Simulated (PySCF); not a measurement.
**UHF on P(2+) (phosphorus, charge +2)**

Configuration: [Ne] 3s2 3p1, 2P determinant. Computed with PySCF 2.14 in x2c-TZVPall, with the spin-free X2C one-electron Hamiltonian (Gaussian nucleus).

| Item | Value |
| --- | --- |
| Total energy | -340.458491 hartree |
| One-electron energy | -460.2675 hartree |
| Hartree (Coulomb) energy | 141.9320 hartree |
| Exchange energy | -22.1230 hartree |
| ⟨S²⟩ | 0.7635 |
| ⟨L²⟩ | 2.041 |
| Sum of ⟨r⟩ | 9.638 bohr |
| Sum of ⟨r²⟩ | 14.09 bohr² |
| Traceless quadrupole moment −½Σ⟨3z² − r²⟩ along its main axis | -1.87 e·bohr² |
| Langevin diamagnetic susceptibility | -11.2 ×10⁻⁶ cm³/mol |
| Time after the integrals | 0.11 s of wall time on 1 thread of Neoverse-V1 (shared host) |

| shell | electrons | mean orbital energy (hartree) | spread (hartree) | rms radius, mean of both spins (bohr) |
| --- | --- | --- | --- | --- |
| 1s α | 1 | -81.09953 | 0 | 0.120 |
| 1s β | 1 | -81.08875 | 0 | 0.120 |
| 2s α | 1 | -8.43426 | 0 | 0.559 |
| 2s β | 1 | -8.42362 | 0 | 0.559 |
| 2p α | 3 | -6.28672 | 0.01996 | 0.539 |
| 2p β | 3 | -6.26703 | 0.02341 | 0.539 |
| 3s α | 1 | -1.47555 | 0 | 1.89 |
| 3s β | 1 | -1.36566 | 0 | 1.89 |
| 3p α | 1 | -1.10086 | 0 | 2.13 |

Densities and radii are taken from the X2C orbitals without a picture-change correction, which distorts them close to the nucleus.
